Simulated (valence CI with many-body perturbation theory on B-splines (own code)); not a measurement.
Pd6+: electric-dipole lines

Calculated by valence CI with perturbative core correlation (CI+MBPT): four valence electrons over a frozen Dirac-Fock core [Kr], radial functions for each j: 7 s, 7 p, 8 d, 6 f, 4 g, 1 h, with the one-electron correlation potential Σ1, the two-electron term Σ2, the three-electron term Σ3, Breit, model QED; selected CI, second order for the rest, scaled by the run's own slope (own B-spline code, finite nucleus).

No measured spectrum was set against this ion. As an estimate, terms of the open shell hold to 2 to 4 % of their energy, and close levels can change places; different configurations can be misplaced against each other by 1,000 to 8,000 cm⁻¹. The list stops below the first excitations out of the core.

Lines 251 to 300 of 423 in falling wavelength, among levels below 314100 cm⁻¹, chosen from the strongest by gf and those to the six lowest levels. Wavelengths and rates use the calculated energies, so an error of 2000 cm⁻¹ moves a line at 40.66 nm by 0.81 % and its rate by three times that or more. Electric multipoles are in the length gauge, E1 and E2 with the static RPA response of the core. Weak lines are less certain than strong ones. Lines between different terms over intervals too small for the method are left out, as are lines whose strength nearly cancels. The highest levels of a list are the least certain.

Names give the largest LS component (configuration and term), which can be under half, so a name can repeat, a term be missing and a line seem to break the LS rules; names also repeat where a configuration has a term twice. Letters in brackets count levels of one name in rising energy.

```tsv
λ vac (nm)	Upper	Lower	A (s⁻¹)	log gf	Branch %
40.66	4d³5p ⁵D°_3	4d⁴ ¹G_4 [b]	1.82e+06	-3.50	0.0
40.58	4d³5p ⁵G°_2	4d⁴ ³P_2 [b]	3.66e+05	-4.35	0.0
40.53	4d³5p ⁵G°_3	4d⁴ ³F_3 [b]	2.14e+07	-2.43	1.2
40.47	4d³5p ⁵G°_5	4d⁴ ¹G_4 [b]	2.70e+06	-3.14	0.1
40.41	4d³5p ⁵G°_3	4d⁴ ³F_2 [b]	9.26e+05	-3.80	0.1
40.38	4d³5p ³D°_1	4d⁴ ³F_2 [b]	9.60e+06	-3.15	0.1
40.33	4d³5p ⁵G°_3	4d⁴ ³F_4 [b]	1.72e+06	-3.53	0.1
40.32	4d³5p ³D°_2	4d⁴ ³P_1 [b]	4.37e+06	-3.27	0.0
40.16	4d³5p ⁵D°_4	4d⁴ ¹G_4 [b]	1.68e+06	-3.44	0.0
40.13	4d³5p ³D°_2	4d⁴ ³F_3 [b]	1.17e+07	-2.85	0.1
40.13	4d³5p ⁵G°_3	4d⁴ ³P_2 [b]	1.35e+05	-4.64	0.0
40.09	4d³5p ³D°_1	4d⁴ ³P_2 [b]	6.84e+03	-6.31	0.0
40.02	4d³5p ³D°_2	4d⁴ ³F_2 [b]	4.32e+06	-3.29	0.0
39.86	4d³5p ⁵D°_1	4d⁴ ³P_0 [b]	3.71e+06	-3.58	0.0
39.81	4d³5p ⁵G°_4	4d⁴ ³F_4 [b]	1.52e+07	-2.49	0.7
39.74	4d³5p ³D°_2	4d⁴ ³P_2 [b]	5.56e+06	-3.18	0.1
39.69	4d³5p ⁵D°_0	4d⁴ ³P_1 [b]	1.61e+07	-3.42	0.1
39.63	4d³5p ⁵D°_3	4d⁴ ³F_3 [b]	1.98e+07	-2.49	0.1
39.55	4d³5p ⁵D°_1	4d⁴ ³P_1 [b]	4.35e+06	-3.51	0.0
39.51	4d³5p ⁵D°_3	4d⁴ ³F_2 [b]	1.76e+06	-3.54	0.0
39.51	4d³5p ⁵F°_1	4d⁴ ³P_0 [b]	2.26e+04	-5.80	0.0
39.45	4d³5p ⁵G°_2	4d⁴ ¹F_3	1.86e+05	-4.66	0.0
39.44	4d³5p ⁵D°_3	4d⁴ ³F_4 [b]	2.06e+07	-2.47	0.1
39.32	4d³5p ⁵D°_2	4d⁴ ³P_1 [b]	3.14e+06	-3.44	0.0
39.26	4d³5p ⁵G°_5	4d⁴ ³F_4 [b]	3.19e+06	-3.09	0.1
39.26	4d³5p ⁵D°_1	4d⁴ ³F_2 [b]	1.63e+06	-3.95	0.0
39.24	4d³5p ⁵D°_3	4d⁴ ³P_2 [b]	1.12e+07	-2.74	0.1
39.21	4d³5p ⁵F°_1	4d⁴ ³P_1 [b]	8.09e+06	-3.25	0.1
39.16	4d³5p ⁵D°_4	4d⁴ ³F_3 [b]	8.37e+06	-2.76	0.0
39.14	4d³5p ⁵D°_2	4d⁴ ³F_3 [b]	9.14e+06	-2.98	0.1
39.03	4d³5p ⁵D°_2	4d⁴ ³F_2 [b]	2.64e+04	-5.52	0.0
39.02	4d³5p ⁵G°_3	4d⁴ ¹F_3	2.27e+06	-3.44	0.1
38.99	4d³5p ⁵D°_1	4d⁴ ³P_2 [b]	1.12e+07	-3.12	0.1
38.97	4d³5p ⁵D°_4	4d⁴ ³F_4 [b]	8.37e+07	-1.77	0.5
38.92	4d³5p ⁵F°_1	4d⁴ ³F_2 [b]	2.88e+05	-4.71	0.0
38.92	4d³5p ⁵G°_2	4d⁴ ¹D_2 [a]	9.86e+06	-2.95	0.7
38.76	4d³5p ⁵D°_2	4d⁴ ³P_2 [b]	1.62e+07	-2.74	0.1
38.65	4d³5p ³D°_2	4d⁴ ¹F_3	2.63e+06	-3.53	0.0
38.65	4d³5p ⁵F°_1	4d⁴ ³P_2 [b]	7.30e+06	-3.31	0.1
38.54	4d³5p ⁵G°_4	4d⁴ ¹F_3	2.32e+05	-4.33	0.0
38.50	4d³5p ⁵G°_3	4d⁴ ¹D_2 [a]	3.49e+02	-7.27	0.0
38.47	4d³5p ³D°_1	4d⁴ ¹D_2 [a]	4.90e+06	-3.49	0.1
38.18	4d³5p ⁵D°_3	4d⁴ ¹F_3	3.59e+05	-4.26	0.0
38.14	4d³5p ³D°_2	4d⁴ ¹D_2 [a]	7.33e+06	-3.10	0.1
38.12	4d³5p ³D°_1	4d⁴ ¹S_0 [a]	6.13e+06	-3.40	0.1
37.75	4d³5p ⁵D°_4	4d⁴ ¹F_3	3.62e+06	-3.16	0.0
37.73	4d³5p ⁵D°_2	4d⁴ ¹F_3	1.20e+06	-3.89	0.0
37.69	4d³5p ⁵G°_2	4d⁴ ³D_1	1.53e+07	-2.79	1.1
37.68	4d³5p ⁵D°_3	4d⁴ ¹D_2 [a]	6.60e+05	-4.01	0.0
37.64	4d³5p ⁵G°_3	4d⁴ ¹G_4 [a]	9.58e+04	-4.85	0.0
```

How does gf follow from A for the line at 39.24 nm?

gf = 1.4992 × (2J+1)_upper × A / σ², with σ = 254832 cm⁻¹ and 2J+1 = 7: gf = 0.00181.
